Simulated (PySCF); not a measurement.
Computed shifts of a molecule C₂H₉ClOSi₂, PBE/pcSseg-1 run with PySCF, GIAO, gas phase, atoms alike by connectivity averaged where their shifts nearly agree, in ppm (number of nuclei): ¹³C: 62.5 (1), 3.1 (1). ²⁹Si: 26.3 (1), -73.8 (1). ¹H: 5.58 (1), 4.35 (3), 4.02 (1), 0.71 (3), 0.27 (1). References: ¹³C against TMS (σ = 182.0 ppm); ²⁹Si against TMS (σ = 335.4 ppm); ³⁵Cl against HCl (σ = 936.5 ppm); ¹⁷O against H2O (σ = 334.3 ppm); ¹H against TMS (σ = 31.49 ppm), references at their B3LYP-D3(BJ)/def2-TZVP geometries, non-relativistic (without spin–orbit terms, shifts of atoms bonded to Cl or Br come out too high). The structure is a stationary point at B3LYP-D3(BJ)/def2-SVP. The values are those of a single conformer.

Q: Pick the molecule that these values belong to.
A. C[Si@@H](Cl)[C@@H](O)[SiH3]
B. COC[SiH2][SiH2]Cl
C. O[SiH2][SiH2]CCCl
D. C[SiH](C)O[SiH2]Cl

A: A, C[Si@@H](Cl)[C@@H](O)[SiH3]
